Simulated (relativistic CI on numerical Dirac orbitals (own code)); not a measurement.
**Spin-allowed bands of a d8 ion in an octahedral site, by hand**

Problem. Take Δ = 7950 cm⁻¹ and B = 490 cm⁻¹ for a d8 ion in an octahedral site. Calculate the three spin-allowed bands.

Working.
1. The terms of highest spin are 3F (energy 0) and 3P (15B = 7350 cm⁻¹). Here the F term splits into A2 at −1.2Δ = -9540, T2 at −0.2Δ = -1590 and T1 at +0.6Δ = 4770 cm⁻¹.
2. The two T1 states mix through the element 0.4Δ: H = [[4770, 3180], [3180, 7350]], with roots ½(H₁₁ + H₂₂) ∓ ½√[(H₂₂ − H₁₁)² + 4H₁₂²] = ½(12120) ∓ ½(6863) = 2628 and 9492 cm⁻¹.
3. The ground term is 3A2 at -9540 cm⁻¹.
4. Bands: 3T2 7950 cm⁻¹ (1258 nm), 3T1(F) 12168 cm⁻¹ (822 nm), 3T1(P) 19032 cm⁻¹ (525 nm).

Check. Exact diagonalisation of the whole d8 shell with these parameters gives 3T2 7950, 3T1 12168, 3T1 19032 cm⁻¹. The match is exact, since without spin-orbit coupling no other term has this spin. The ratio of the second band to the first, 1.531, depends on Δ/B = 16.2 alone, which is how a Tanabe-Sugano diagram is read.
